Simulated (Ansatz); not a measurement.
`C[N]([GeH3])[SiH](O)F`. Total charge 0; spin multiplicity 1. Geometry: relaxed with PBE0-D4/def2-TZVP. It is one conformer, not always the lowest.

```xyz
14

C     0.660   -1.528   -0.551
N     0.063   -0.279   -0.097
Ge   -1.699   -0.399    0.457
Si    0.989    1.130    0.002
O     0.003    2.403   -0.276
F     1.649    1.388    1.442
H     0.741   -2.264    0.257
H     1.667   -1.356   -0.940
H     0.075   -1.979   -1.360
H    -2.091    0.907    1.149
H    -2.584   -0.677   -0.771
H    -1.796   -1.594    1.425
H     2.130    1.034   -0.933
H     0.195    3.215    0.195
```

Q: What is the dipole moment at B3LYP/def2-TZVPP? (Estimate.)

A: The calculation gave: 0.59 D, with components (-0.36, -0.31, -0.35) D in this frame, pointing from negative to positive charge.

Q: And with PBE, r2SCAN, ωB97M-V? (An estimate is asked.)

A: Computed: PBE 0.57 D, r2SCAN 0.57 D, ωB97M-V 0.59 D.

Q: Give the Mulliken charges with B3LYP, PBE, ωB97M-V in def2-TZVPP. (Estimate.)

A: Computed: 
```json
{"atom": "C1", "B3LYP": "-0.20", "PBE": "-0.21", "ωB97M-V": "-0.26"}
{"atom": "N2", "B3LYP": "-0.31", "PBE": "-0.24", "ωB97M-V": "-0.36"}
{"atom": "Ge3", "B3LYP": "0.20", "PBE": "0.17", "ωB97M-V": "0.14"}
{"atom": "Si4", "B3LYP": "0.70", "PBE": "0.57", "ωB97M-V": "0.66"}
{"atom": "O5", "B3LYP": "-0.40", "PBE": "-0.35", "ωB97M-V": "-0.38"}
{"atom": "F6", "B3LYP": "-0.33", "PBE": "-0.29", "ωB97M-V": "-0.32"}
{"atom": "H7", "B3LYP": "0.11", "PBE": "0.11", "ωB97M-V": "0.13"}
{"atom": "H8", "B3LYP": "0.09", "PBE": "0.08", "ωB97M-V": "0.10"}
{"atom": "H9", "B3LYP": "0.10", "PBE": "0.10", "ωB97M-V": "0.12"}
{"atom": "H10", "B3LYP": "0.01", "PBE": "0.01", "ωB97M-V": "0.04"}
{"atom": "H11", "B3LYP": "-0.02", "PBE": "-0.02", "ωB97M-V": "0.01"}
{"atom": "H12", "B3LYP": "-0.02", "PBE": "-0.02", "ωB97M-V": "0.01"}
{"atom": "H13", "B3LYP": "-0.12", "PBE": "-0.11", "ωB97M-V": "-0.07"}
{"atom": "H14", "B3LYP": "0.19", "PBE": "0.19", "ωB97M-V": "0.18"}
```

B3LYP here is the variant with VWN-RPA as its local correlation; programs differ in this.
